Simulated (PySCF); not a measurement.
H4Se2Si, SMILES [SeH][SiH2][SeH].

The structure is a stationary point at PBE0-D3(BJ)/def2-SVP. The structure was generated by enumeration, and PubChem lists no compound with its InChIKey, so it may never have been made. One conformer was computed; it need not be the lowest.

The numbers are results of TDDFT-ωB97X/def2-SVPD (PySCF), not measurements.

Vertical excitations.  State labels are in the subgroup C2.

Computed excitation energies, oscillator strengths and character:
```json
[
 {"state": "S1", "symmetry": "B", "energy (eV)": "5.17", "λ (nm)": "240", "f": "0.011", "main pairs": "HOMO→LUMO 74 %"},
 {"state": "S2", "symmetry": "A", "energy (eV)": "5.40", "λ (nm)": "229", "f": "0.000", "main pairs": "HOMO−1→LUMO 63 %, HOMO→LUMO+5 10 %"},
 {"state": "S3", "symmetry": "B", "energy (eV)": "5.92", "λ (nm)": "210", "f": "0.075", "main pairs": "HOMO→LUMO+1 62 %, HOMO−1→LUMO+2 24 %"},
 {"state": "S4", "symmetry": "A", "energy (eV)": "6.03", "λ (nm)": "206", "f": "0.036", "main pairs": "HOMO→LUMO+2 50 %, HOMO−1→LUMO+1 32 %, HOMO−1→LUMO 11 %"},
 {"state": "S5", "symmetry": "A", "energy (eV)": "6.63", "λ (nm)": "187", "f": "0.002", "main pairs": "HOMO→LUMO+2 26 %, HOMO−1→LUMO+1 24 %, HOMO→LUMO+7 16 %, HOMO→LUMO+4 10 %"},
 {"state": "S6", "symmetry": "B", "energy (eV)": "6.83", "λ (nm)": "182", "f": "0.043", "main pairs": "HOMO−1→LUMO+2 40 %, HOMO→LUMO+3 15 %, HOMO→LUMO+1 14 %, HOMO−2→LUMO 12 %"},
 {"state": "S7", "symmetry": "A", "energy (eV)": "7.08", "λ (nm)": "175", "f": "0.012", "main pairs": "HOMO→LUMO+4 32 %, HOMO→LUMO+9 26 %, HOMO−1→LUMO+1 12 %, HOMO→LUMO+7 6 %"},
 {"state": "S8", "symmetry": "A", "energy (eV)": "7.30", "λ (nm)": "170", "f": "0.003", "main pairs": "HOMO→LUMO+9 31 %, HOMO→LUMO+5 28 %, HOMO−1→LUMO+1 15 %, HOMO−1→LUMO 6 %"},
 {"state": "S9", "symmetry": "B", "energy (eV)": "7.36", "λ (nm)": "169", "f": "0.023", "main pairs": "HOMO−1→LUMO+5 24 %, HOMO−1→LUMO+9 23 %, HOMO→LUMO+3 20 %, HOMO−2→LUMO 15 %"},
 {"state": "S10", "symmetry": "B", "energy (eV)": "7.45", "λ (nm)": "166", "f": "0.016", "main pairs": "HOMO−1→LUMO+4 40 %, HOMO→LUMO+11 15 %, HOMO→LUMO+6 11 %, HOMO→LUMO 8 %"},
 {"state": "T1", "symmetry": "B", "energy (eV)": "4.79", "λ (nm)": "259", "f": "0", "main pairs": "HOMO→LUMO 75 %"},
 {"state": "T2", "symmetry": "A", "energy (eV)": "5.06", "λ (nm)": "245", "f": "0", "main pairs": "HOMO−1→LUMO 55 %, HOMO→LUMO+5 11 %, HOMO→LUMO+4 9 %"},
 {"state": "T3", "symmetry": "B", "energy (eV)": "5.48", "λ (nm)": "226", "f": "0", "main pairs": "HOMO→LUMO+1 56 %, HOMO−1→LUMO+2 19 %"},
 {"state": "T4", "symmetry": "A", "energy (eV)": "5.60", "λ (nm)": "221", "f": "0", "main pairs": "HOMO→LUMO+2 44 %, HOMO−1→LUMO+1 25 %, HOMO−1→LUMO 16 %"}
]
```
Triplets are in the Tamm–Dancoff approximation, which puts them higher than full response would, so one can lie above its singlet here.
